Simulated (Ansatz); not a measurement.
`[F][GeH]` + CH₃SH → `C[S][GeH]` + H–F at 600 K and 1 bar (ligand exchange at a Ge–F bond).

Isolated molecules relaxed with PBE0-D4/def2-TZVP in Ansatz; ΔE leaves out vibrations. CBS: MP2 limit from def2 TZ/QZ plus the TZ coupled-cluster correction, frozen cores. This one scheme is used for every species. For Ge outer-core shells are correlated without core-valence functions, which leaves a few kJ/mol of doubt a bond. Scalar relativity is left out up to krypton.

```
    species  CCSD(T)/CBS energy (Eh)  H − E (kJ/mol)  S (J/(mol·K))
 `[F][GeH]`              -2176.50038            43.8          283.3
      CH₃SH               -438.22835           152.3          296.8
`C[S][GeH]`              -2514.34332           162.4          370.8
        H–F               -100.39570            42.3          194.0
```

H − E and S are ideal-gas, rigid-rotor, harmonic terms from PBE0-D4/def2-TZVP. 1 Eh = 2625.50 kJ/mol, R = 8.31446 J/(mol·K).

Problem. By hand: ΔE, ΔH, ΔS and ΔG.

Solution. ΔE = (-2514.34332) + (-100.39570) − (-2176.50038) − (-438.22835) = -0.01029 Eh = -27.0 kJ/mol. Δ(H − E) = 162.4 + 42.3 − 43.8 − 152.3 = 8.6, so ΔH = -18.4 kJ/mol. ΔS = 370.8 + 194.0 − 283.3 − 296.8 = -15.3 J/(mol·K). ΔG = -18.4 − 600 × (-15.3)/1000 = -9.2 kJ/mol.

Problem. By hand: the equilibrium constant, and the temperature at which ΔG would vanish if ΔH and ΔS stayed fixed.

Solution. log₁₀ K = −ΔG/(RT ln 10) = 0.8. ΔG = 0 at ΔH/ΔS = 1203 K, though so small a ΔS makes that figure unsure.

TΔS isn't small against ΔH here. A doubt of 5 kJ/mol in ΔE shifts log₁₀ K by 0.4 here. These are equilibria of isolated gas molecules and say nothing of rates. Largest T1 diagnostic: 0.015 (customary marks: 0.02 for closed shells, 0.045 for open ones).
